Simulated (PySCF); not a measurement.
## Identify the compound

Molecular formula: C$_{8}$H$_{6}$O$_{2}$. Simulated spectra:

¹H NMR (500 MHz, computed): δ 6.65 (m, 1H), 6.44 (d, 1H), 3.93 (s, 3H), 3.50 (d, 1H).

¹³C{¹H} NMR (computed): δ 161.2 (C), 139.1 (CH), 130.0 (CH), 101.7 (CH), 98.4 (C), 89.4 (C), 86.8 (C), 53.8 (CH3).

PySCF calculation with GIAO PBE0/pcSseg-1 shieldings and geometry from GFN2-xTB; non-relativistic Hamiltonian, isolated molecule, rapidly exchanging positions averaged, one conformer.

Scale: ¹H and ¹³C vs TMS (reference shieldings calculated alike).

What is the structure?

Answers


The formula gives 6 degrees of unsaturation (no ring in the answer). 8 carbon signals for 8 carbons: no two carbons are equivalent. Carbon types of the structure: 4 × C, 3 × CH, 1 × CH3, which accounts for all hydrogens. δC 161.2: ester carbonyl carbon; lone-pair donation from the attached heteroatom keeps it upfield of a ketone carbonyl. δC 139.1, 130.0: alkene CH; the olefinic region. δC 101.7: terminal alkyne carbon; sp carbons lie upfield of alkene carbons because the cylindrical π system leaves one tensor component strongly shielded. δC 98.4, 89.4, 86.8: alkyne carbon; sp carbons lie upfield of alkene carbons because the cylindrical π system leaves one tensor component strongly shielded. δC 53.8: methyl carbon bonded to O; pulled downfield by the heteroatom. δH 6.65, 6.44: hydrogen on an alkene CH; a vinylic proton, deshielded by the sp2 carbon and the C=C anisotropy. δH 3.93: hydrogen on a methyl carbon bonded to O; its carbon carries O, an electronegative neighbour.

The compound is SMILES C#C/C=C/C#CC(=O)OC.

The shifts were computed for this structure.

Shifts are as computed. Against solution values, carbons near 30 ppm lie about +3 ppm off and those near 130 ppm about +5 ppm. Of 1211 compounds with measured shifts, 218 miss one by over three times the rms of a fit or turn the order of signals round; such compounds aren't used in these exercises. No couplings were computed; multiplicities are counted from neighbouring protons, with m where these are inequivalent, close in shift, in a saturated or five-membered ring or joined by F or P, and br s for small geminal =CH2 splittings.
